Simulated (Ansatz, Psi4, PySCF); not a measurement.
C4H8ClFSi (SMILES C=C[Si](F)(Cl)CC), singlet, at a GFN2-xTB geometry, atoms displaced at random by about 0.08 Å a coordinate. Base run: PBE/STO-3G, gradient in PySCF.

Here is a job for PySCF.
```python
from pyscf import gto, scf, dft

mol = gto.M(
    atom='''
C    -2.759445   -0.695571   -0.793422
C    -1.878656   -0.850476   -0.000328
Si   -0.196007   -0.057684   -0.047588
F    -0.192502    1.049702   -1.412621
Cl    0.443089    1.200663    1.527113
C     1.384541   -1.322407   -0.339757
C     2.667674   -0.545527   -0.602090
H    -2.926725    0.008185   -1.687542
H    -3.716835   -1.193869   -0.469661
H    -1.899318   -1.406275    1.132771
H     1.197826   -1.697317   -1.313570
H     1.333574   -1.959642    0.410743
H     2.986543   -0.177515    0.312095
H     3.492644   -1.283842   -0.667799
H     2.683068    0.161658   -1.370443
''',
    basis='sto-3g',
    charge=0,
    spin=0,
    verbose=3,
)

mf = dft.RKS(mol)
mf.xc = 'pbe'
mf.kernel()
g = mf.nuc_grad_method()
grad = g.kernel()
```

Programs used: Ansatz (a quantum-chemistry and plane-wave program), Psi4, PySCF; a row that names a program was run with it.

The coordinate followed is x of atom 4.

Variants of this job, named by their change:

| change | dE/dx (Eh/bohr) | net force (Eh/bohr) |
|---|---|---|
| base | 0.001777 | 0.000090 |
| finite difference step (bohr) = 0.2; conv_tol = 1e-11 | 0.001742 | - |
| grids.level = 0; grid_response = off | 0.001892 | 0.016880 |
| grids.level = 5; grid_response = off | 0.001777 | 0.000036 |
| code = psi4 | 0.001889 | 0.000165 |
| finite difference step (bohr) = 0.05; conv_tol = 1e-11 | 0.001768 | - |
| density fitting = on | 0.001777 | 0.000090 |
| finite difference step (bohr) = 1e-4; conv_tol = 1e-11 | 0.001770 | - |
| conv_tol = 1e-6 | 0.001777 | 0.000090 |
| code = ansatz | 0.001778 | 0.000000 |
| grid_response = on | 0.001770 | 0.000000 |
| grids.level = 5; grid_response = on | 0.001780 | 0.000000 |

The net force is zero for an exact gradient.
